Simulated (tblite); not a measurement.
Species: C2H9ClS2Si3.
Structure used (GFN2-xTB), in Å, numbered top down from 1:
```xyz
17
C2H9ClS2Si3 angstrom
Si    -0.745    2.411   -0.006
S     -0.053    0.698   -1.106
C     -0.605   -0.582    0.013
Si    -2.149   -1.485   -0.592
C      0.051   -0.889    1.124
S      1.534   -0.179    1.768
Si     2.917   -0.234    0.106
Cl     2.509   -1.803   -1.071
H     -2.151    2.174    0.296
H      0.043    2.561    1.208
H     -0.526    3.477   -0.969
H     -3.227   -0.498   -0.673
H     -1.860   -2.031   -1.914
H     -2.468   -2.532    0.377
H     -0.345   -1.643    1.789
H      2.897    1.015   -0.633
H      4.170   -0.450    0.809
```

Computed values, GFN2-xTB/tblite, gas phase, harmonic and unscaled. Errors from tens to a few hundred cm⁻¹ against measured bands are possible. Modes of hydrogen on silicon can be 10 to 20 % off. One conformer, not necessarily the lowest.

Harmonic wavenumbers (cm⁻¹): 30.5, 40.1, 51.1, 84.8, 86.5, 101.2, 112.1, 131.4, 162.0, 170.0, 219.5, 355.1, 389.5, 461.3, 489.9, 500.1, 527.9, 533.6, 537.3, 553.2, 562.0, 570.7, 603.1, 680.6, 731.6, 750.1, 757.3, 763.3, 775.4, 776.7, 783.2, 789.1, 798.8, 904.7, 1220.9, 1588.2, 2257.3, 2281.3, 2303.7, 2310.2, 2327.4, 2337.9, 2358.0, 2359.0, 3053.5.

A = 887.8, B = 563.1, C = 466.8 MHz; mass 215.914 u (most abundant isotopes); point group C1, symmetry number 1.

**Question.** What is the zero-point energy?

**Answer.** ½Σν̃ = 20091 cm⁻¹ = 57.44 kcal/mol.

**Question.** What is S at 298.15 K and 1 bar for an ideal gas of classical rigid rotors and harmonic oscillators?

**Answer.** Translation 42.04, rotation 31.60, vibration 50.47: S = 124.1 cal/(mol K).

**Question.** And Cp and H(298.15 K) − H(0)?

**Answer.** Cp = 51.97 cal/(mol K), of which vibrations give 44.02 (their classical limit is 45 R = 89.4); H(298.15 K) − H(0) = 9.68 kcal/mol without the zero-point energy, 7.31 from vibrations.

**Question.** What must be added to the electronic energy to get the Gibbs energy at 298.15 K and 1 bar?

**Answer.** ZPE + [H(298.15 K) − H(0)] − T·S = 57.44 + 9.68 − 37.00 = 30.12 kcal/mol.

**Question.** How do the functions run with temperature in this model?

**Answer.** 
```csv
T (K),S (cal/(mol K)),Cp (cal/(mol K)),H − H(0) (kcal/mol),G − H(0) (kcal/mol),ln q(vib)
150,95.3,33.1,3.30,-10.99,6.56
250,115.4,46.6,7.30,-21.55,11.03
400,140.7,60.5,15.44,-40.83,17.13
600,167.4,70.9,28.67,-71.74,24.31
900,198.0,80.2,51.47,-126.76,33.40
```

q(vib) and H(0) count from the zero-point level.

**Question.** Which modes carry the vibrational entropy at 298.15 K?

**Answer.** 30.5 cm⁻¹: 5.80; 40.1 cm⁻¹: 5.25; 51.1 cm⁻¹: 4.77; 84.8 cm⁻¹: 3.78; 86.5 cm⁻¹: 3.74; 101.2 cm⁻¹: 3.43 cal/(mol K); the other 39 give 23.70 together.

Hindered rotation and anharmonicity are outside this model. Other conformers, if any are populated, would add a mixing term that is left out. The structure is chiral; the term R ln 2 for an equal mix with its mirror image is left out.
